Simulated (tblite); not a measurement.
Species: C4H7F3OSi.
Z-matrix (Å and degrees, GFN2-xTB geometry), rows numbered from 1:
```
C 
O   1  1.4062
C   2  1.3941  1  113.07
Si  3  1.9131  2  122.93  1   -81.43
C   3  1.5279  2  115.34  1  -158.48
F   5  1.3774  3  113.72  4   116.75
C   5  1.5091  3  116.38  4  -113.85
F   7  1.3541  5  109.59  3    57.25
F   7  1.3557  5  110.83  3   173.46
H   1  1.0975  2  110.75  3    58.90
H   1  1.0965  2  111.21  3   -62.23
H   1  1.0876  2  106.49  3   178.34
H   3  1.0938  2  112.96  1    69.95
H   4  1.4442  3  118.12  5    98.19
H   4  1.4478  3  114.75  5  -100.64
H   7  1.1006  5  114.00  3   -64.47
```

Calculated harmonic vibrations of the isolated species, GFN2-xTB (tblite), most abundant isotopes, no scaling. Against measured fundamentals such values can be off by several per cent, at times by over 20. Modes of hydrogen on silicon can be 10 to 20 % off. One conformer, not necessarily the lowest.

Harmonic wavenumbers (cm⁻¹): 52.4, 74.2, 104.3, 119.4, 178.7, 207.7, 253.4, 257.8, 322.2, 337.5, 411.7, 489.5, 494.8, 520.7, 541.7, 607.3, 618.9, 685.9, 711.7, 899.6, 987.6, 1022.6, 1036.4, 1067.0, 1111.5, 1129.9, 1137.4, 1183.7, 1220.2, 1241.8, 1260.1, 1297.7, 1399.7, 1460.3, 1482.9, 2407.2, 2449.0, 2894.0, 2896.8, 2898.3, 2921.4, 3035.5.

A = 1820, B = 1065, C = 925.7 MHz; mass 156.022 u (most abundant isotopes); point group C1, symmetry number 1.

Task: What is the zero-point energy?

Result: Half the sum of the wavenumbers: 22715 cm⁻¹ = 64.95 kcal/mol.

Task: Give the ideal-gas entropy at 273.15 K and 1 bar in the rigid-rotor, harmonic-oscillator model (classical rotation).

Result: Translation 40.64, rotation 29.31, vibration 28.63: S = 98.6 cal/(mol K).

Task: And Cp and H(273.15 K) − H(0)?

Result: Cp = 37.79 cal/(mol K), of which vibrations give 29.84 (their classical limit is 42 R = 83.5); H(273.15 K) − H(0) = 6.38 kcal/mol without the zero-point energy, 4.21 from vibrations.

Task: Which modes carry the vibrational entropy at 273.15 K?

Result: 52.4 cm⁻¹: 4.55; 74.2 cm⁻¹: 3.87; 104.3 cm⁻¹: 3.20; 119.4 cm⁻¹: 2.94; 178.7 cm⁻¹: 2.18; 207.7 cm⁻¹: 1.90 cal/(mol K); the other 36 give 9.98 together.

Task: Blend soft modes into free rotors: weight 1/[1 + (100 cm⁻¹/ν̃)⁴] for the oscillator and the rest for a rotor with moment μB/(μ + B), μ = h/(8π²ν), B = 10⁻⁴⁴ kg m². What vibrational entropy results?

Result: 26.65 cal/(mol K) in place of 28.63, which changes −T·S at 273.15 K by +0.54 kcal/mol.

Task: What must be added to the electronic energy to get the Gibbs energy at 273.15 K and 1 bar?

Result: ZPE + [H(273.15 K) − H(0)] − T·S = 64.95 + 6.38 − 26.93 = 44.40 kcal/mol.

Hindered rotation and anharmonicity are outside this model. Other conformers, if any are populated, would add a mixing term that is left out. The structure is chiral; the term R ln 2 for an equal mix with its mirror image is left out.
